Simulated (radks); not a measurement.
Values are calculated unless marked as measured or tabulated.
Problem. The arsenic anion As3-, [Kr], held by a Watson sphere: a shell of charge +3 at radius R that stands for the Madelung well of a crystal (potential energy -3/R inside, -3/r outside, in hartree with lengths in bohr). Level of theory: scalar-relativistic Kohn-Sham, PBE, spin-polarised, spherical densities, point nucleus (a radial shooting solver on a logarithmic mesh with Libxc functionals). Response by self-consistent Sternheimer equations with the Hartree and adiabatic LDA kernel, the relativistic mass of each level held fixed and spin-orbit coupling left out. The sphere does not respond.

R (bohr)  e(3d) (eV)  e(4s) (eV)  e(4p) (eV)  <r> 4p (bohr)  sum of <r^2> (bohr^2)  X-ray form factor at sin(theta)/lambda = 0.3 1/angstrom  alpha (bohr^3)
2.32         -39.113     -16.380      -7.450          2.468                  61.18                                                   22.455           37.61
2.64         -38.422     -15.285      -6.822          2.600                  66.48                                                   22.482           46.95
3.55         -37.522     -13.022      -5.176          2.968                  82.58                                                   22.599           89.72
4.29         -37.113     -11.911      -4.137          3.254                  96.80                                                   22.646           149.9
4.85         -36.883     -11.365      -3.532          3.463                  108.5                                                   22.657           217.1
4.94         -36.851     -11.295      -3.447          3.496                  110.4                                                   22.658           230.0
5.15         -36.782     -11.146      -3.261          3.573                  115.1                                                   22.660           262.8

Estimate the row for R = 2.37 bohr.

Solution. e(3d) (eV) -38.977; e(4s) (eV) -16.198; e(4p) (eV) -7.353; <r> 4p (bohr) 2.489; sum of <r^2> (bohr^2) 61.99; X-ray form factor at sin(theta)/lambda = 0.3 1/angstrom 22.457; alpha (bohr^3) 38.91.
